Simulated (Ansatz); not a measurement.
Cost and result for the atomization energy of C2H6AlS (`[CH3][Al][S]C`) radical (10 atoms, 9 bonds).

Cartesian coordinates in Å:
```
C -0.2600 -0.8076 -2.3539
Al -0.7108 -0.1383 -0.5613
S 0.9885 0.2493 0.7648
C 0.2258 0.8018 2.3227
H -0.1904 -1.8999 -2.3298
H -1.0103 -0.5372 -3.0996
H 0.7103 -0.4135 -2.6701
H 0.6054 1.7937 2.5653
H -0.8605 0.8437 2.2461
H 0.5020 0.1080 3.1159
```

The species carries charge 0 and has multiplicity 2. All single points use the PBE0-D4/def2-TZVP geometry. It is one conformer, not always the lowest. Program: Ansatz. All runs use 4 threads of an Arm Neoverse V1 on a shared host. Times are those of one run each, without the atoms' runs, and a repeat can differ threefold. Electronic energies, without spin–orbit coupling; frozen cores. CCSD(T)/CBS adds CCSD(T) − MP2 in def2-TZVPP to the MP2 limit, and its time is that of the two runs behind it. T1 = 0.013; ⟨S²⟩ of the reference is 0.76. B3LYP takes the VWN-RPA correlation (the form of Gaussian; ORCA's B3LYP/G).

CCSD(T)/CBS is a level of theory with its own doubt, some kJ/mol a heavy atom from the limit and from the frozen cores, so smaller differences don't rank the functionals.

```tsv
level	functions	wall time	atomization (kcal/mol)	difference from CCSD(T)/CBS	per bond
LDA (SPW92)/def2-TZVPP	230	1.7 s	927.8	107.7	12.0
PBE0-D4/def2-TZVPP	230	5.5 s	825.5	5.4	0.6
CAM-B3LYP-D4/def2-TZVPP	230	5.5 s	821.3	1.2	0.1
B3LYP-D4/def2-TZVPP (with forces)	230	6 s	820.5	0.4	0.0
PBE-QIDH/def2-TZVPP	230	6.5 s	819.0	-1.1	-0.1
CCSD(T)/def2-SVP	94	7 s	776.0	-44.1	-4.9
r2SCAN-D4/def2-TZVPP (with forces)	230	8 s	828.2	8.1	0.9
r2SCANh-D4/def2-TZVPP	230	8.5 s	824.6	4.5	0.5
B97M-V/def2-TZVPP	230	13 s	826.9	6.8	0.8
ωB97M-V/def2-TZVPP (with forces)	230	16 s	822.1	2.0	0.2
MP2/def2-QZVPP	434	23 s	820.2	0.1	0.0
CCSD(T)/def2-TZVPP	230	15 min	799.8	-20.3	-2.3
CCSD(T)/CBS(def2)	–	15 min	820.1	0.0	0.0
```

In def2-TZVPP, CCSD(T) changes the Hartree–Fock value by +182.6 kcal/mol (the triples alone add +11.0 kcal/mol) and MP2 by +191.1 kcal/mol; breaking electron pairs costs correlation energy, which Hartree–Fock lacks. From PBE to PBE0 (25 % exact exchange), in def2-TZVPP and without D4, the atomization energy moves by −8.4 kcal/mol: exact exchange takes away binding that semilocal exchange gives to molecules. The D4 term adds +7.8 kcal/mol with B3LYP and +4.0 kcal/mol with PBE0; it sums over pairs of atoms, weighted by their polarisabilities, and B3LYP, whose exchange is more repulsive, gets the larger term.
